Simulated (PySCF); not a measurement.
This PySCF input asks for the NMR shieldings of `C[C@@H]1CCP(C2CC2)C1`, C₈H₁₅P; the geometry comes from GFN2-xTB.

```python
import basis_set_exchange as bse
import numpy as np
from pyscf import gto, dft
from pyscf.prop import nmr

atoms = """
C    -2.912107    0.736689    0.437043
C    -1.899933    0.129728   -0.526422
C    -1.325779   -1.194954   -0.025566
C    -0.198741   -1.564830   -0.982148
P     0.719350    0.011695   -1.391648
C     1.794434    0.069430    0.102315
C     2.923780    1.058837    0.120262
C     3.214842   -0.395551   -0.044322
C    -0.700040    1.054282   -0.750733
H    -3.765374    0.073302    0.561684
H    -3.271184    1.692237    0.061393
H    -2.457994    0.899462    1.412695
H    -2.389680   -0.051307   -1.490010
H    -2.088424   -1.974876    0.008623
H    -0.936562   -1.057945    0.985614
H    -0.608709   -1.964698   -1.913479
H     0.489206   -2.305477   -0.571917
H     1.301203   -0.135123    1.048028
H     3.049304    1.699121   -0.740540
H     3.176068    1.535065    1.056402
H     3.666945   -0.930608    0.777917
H     3.536896   -0.737369   -1.017253
H    -0.934879    1.846565   -1.463632
H    -0.394361    1.526090    0.186718
"""
names = dict.fromkeys(["C", "P", "H"], "pcSseg-1")
basis = {el: gto.basis.parse(bse.get_basis(n, elements=[el], fmt="nwchem")) for el, n in names.items()}
mol = gto.M(atom=atoms, basis=basis, charge=0, verbose=0)
mf = dft.RKS(mol, xc="PBE0")
mf.grids.level = 2
mf.grids.alignment = dft.numint.BLKSIZE   # the property module wants whole blocks of grid points
mf.conv_tol = 1e-9
mf.kernel()

calc = nmr.RKS(mf)   # GIAO
C = mf.mo_coeff
Co = C[:, mf.mo_occ > 0]
resp = mf.gen_response(singlet=True, hermi=2)
def vind(x):   # induced exchange potential for any number of trial vectors
    d = np.einsum("pi,xij,qj->xpq", C, 2 * x.reshape(-1, C.shape[1], Co.shape[1]), Co, optimize=True)
    return np.einsum("xpq,pi,qj->xij", resp(d - d.transpose(0, 2, 1)), C, Co, optimize=True).ravel()
mo1, _ = nmr.rhf.solve_mo1(calc, with_cphf=vind)
sigma = calc.kernel(mo1)
for i, s in enumerate(sigma):   # ppm
    print("%2d %-2s %9.2f" % (i, mol.atom_pure_symbol(i), np.trace(s) / 3))
```

**Question.** What are the results?

**Answer.** 
```
 0 C     163.62
 1 C     144.45
 2 C     147.28
 3 C     154.92
 4 P     330.39
 5 C     171.26
 6 C     181.24
 7 C     180.63
 8 C     147.54
 9 H      30.21
10 H      30.28
11 H      30.94
12 H      30.05
13 H      29.76
14 H      30.34
15 H      29.97
16 H      29.84
17 H      31.06
18 H      31.40
19 H      31.03
20 H      31.08
21 H      31.39
22 H      29.49
23 H      30.51
```

These numbers come from an equivalent density-fitted implementation of the same equations, which agrees with the script to about 0.01 ppm for H and up to a few tenths of a ppm for heavy atoms, so last digits may differ.

Size and cost of the density-fitted run: 235 basis functions, roughly 2.4 core-minutes.
